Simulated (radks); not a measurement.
The germanium anion Ge4-, [Kr], held by a Watson sphere: a shell of charge +4 at radius R that stands for the Madelung well of a crystal (potential energy -4/R inside, -4/r outside, in hartree with lengths in bohr). Method: scalar-relativistic Kohn-Sham, r2SCAN, spin-polarised, spherical densities, finite nucleus; meta-GGA in the generalised Kohn-Sham scheme; Fermi nuclear charge, rms radius of each element as measured or else 0.836 A^(1/3) + 0.57 fm; computed with a radial shooting solver on a logarithmic mesh with Libxc functionals.

| R (bohr) | e(3d) (eV) | e(4s) (eV) | e(4p) (eV) | <r> 4p (bohr) | sum of <r^2> (bohr^2) | X-ray form factor at sin(theta)/lambda = 0.2 1/angstrom |
|---|---|---|---|---|---|---|
| 2.33 | -29.631 | -15.816 | -7.586 | 2.584 | 67.84 | 25.740 |
| 2.56 | -28.754 | -14.835 | -7.109 | 2.708 | 73.05 | 25.575 |
| 3.25 | -27.514 | -12.532 | -5.792 | 3.090 | 90.29 | 25.305 |
| 3.47 | -27.341 | -11.977 | -5.426 | 3.213 | 96.25 | 25.277 |
| 3.65 | -27.238 | -11.577 | -5.149 | 3.315 | 101.3 | 25.269 |
| 4.6 | -26.988 | -10.139 | -3.984 | 3.862 | 130.8 | 25.346 |
| 4.69 | -26.978 | -10.051 | -3.897 | 3.915 | 133.8 | 25.358 |
| 4.79 | -26.970 | -9.960 | -3.805 | 3.974 | 137.3 | 25.371 |
| 4.99 | -26.958 | -9.802 | -3.633 | 4.092 | 144.4 | 25.396 |
